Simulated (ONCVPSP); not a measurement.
**Configuration tests for phosphorus (P) (ONCV)**

- Element: phosphorus (P)
- Generator: ONCVPSP 4.0.1
- Type: optimised norm-conserving Vanderbilt (ONCV)
- Functional: LDA (Perdew-Wang 92)
- Relativity: scalar-relativistic
- Frozen core: [He]
- Valence charge: 13
- Reference configuration: 2s2 2p6 3s2 3p2.5 (charge +0.5)
- Partial waves: 2s+3s: rc 1.05 bohr, ncon 4, nbas 7, qcut 14.1 1/bohr, 2 projectors; 2p+3p: rc 0.95 bohr, ncon 4, nbas 7, qcut 16.4 1/bohr, 2 projectors; d scattering state at 0.02 Ha: rc 0.95 bohr, ncon 3, nbas 7, qcut 9.8 1/bohr, 2 projectors, debl 0.7 Ha
- Local potential: polynomial inside 0.70 bohr (lpopt 5, dvloc0 0 Ha)
- Core correction: Teter function fitted to the true core (icmod 2), fcfact 0.45

Energies are relative to the spin-unpolarised reference configuration 2s2 2p6 3s2 3p2.5; without spin polarisation the order of configurations can differ from experiment.

Question: Give the all-electron excitation energy and the error of the potential for: 2s2 2p6 3s2 3p3; 2s2 2p6 3s2 3p2; 2s2 2p6 3s2 3p1; 2s2 2p6 3s1 3p3.

Answer:

```tsv
valence configuration	charge	ΔE all-electron (eV)	error AE − PS (meV)
2s2 2p6 3s2 3p3	0	-3.818	+0.1
2s2 2p6 3s2 3p2	+1	5.997	+0.1
2s2 2p6 3s2 3p1	+2	25.241	+1.8
2s2 2p6 3s1 3p3	+1	15.070	-1.3
```

Levels in the configuration 2s2 2p6 3s2 3p2:

```json
{"level": "2s", "all-electron (eV)": "-183.771", "pseudo (eV)": "-183.768"}
{"level": "2p", "all-electron (eV)": "-135.164", "pseudo (eV)": "-135.147"}
{"level": "3s", "all-electron (eV)": "-23.321", "pseudo (eV)": "-23.321"}
{"level": "3p", "all-electron (eV)": "-14.301", "pseudo (eV)": "-14.299"}
```
